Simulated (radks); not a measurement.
Q: Ionisation of neutral fluorine, [He] 2s2 2p5, to [He] 2s2 2p4 as the strength of local exchange is varied. Method: Dirac Kohn-Sham, Slater X-alpha exchange (alpha = 2/3 is LDA exchange), no correlation, spin-unpolarised, spherical densities, finite nucleus; open shells fill j = l - 1/2 first; Fermi nuclear charge, rms radius 2.8976 fm; computed with a radial shooting solver on a logarithmic mesh with Libxc functionals.

alpha  E(F) (hartree)  exchange (hartree)  IE (eV)  -e of the level emptied (eV)  <r> of it (bohr)
0.58        -97.39066            -7.71335   16.460                 8.555 (2p3/2)             1.146
0.613       -97.83042            -8.18560   17.043                 9.042 (2p3/2)             1.135
0.624       -97.97741            -8.34380   17.239                 9.207 (2p3/2)             1.131
0.662       -98.48671            -8.89334   17.926                 9.785 (2p3/2)             1.119
0.667       -98.55390            -8.96600   18.017                 9.863 (2p3/2)             1.117
0.844      -100.95888           -11.59003   21.383                12.752 (2p3/2)             1.064
x          -102.60456           -13.41082   23.794                14.862 (2p3/2)             1.032

Which alpha was used in the last row?

A: alpha = 0.963. NIST Atomic Spectra Database: 17.423 eV (measured). The Delta-SCF value meets it near alpha = 0.63. Spin polarisation and multiplet splitting are left out, so open shells lie too high by an amount that depends on their filling.

Beside tabulated values, note that spin-unpolarised runs miss the spin-polarisation part of the exchange energy of open shells.
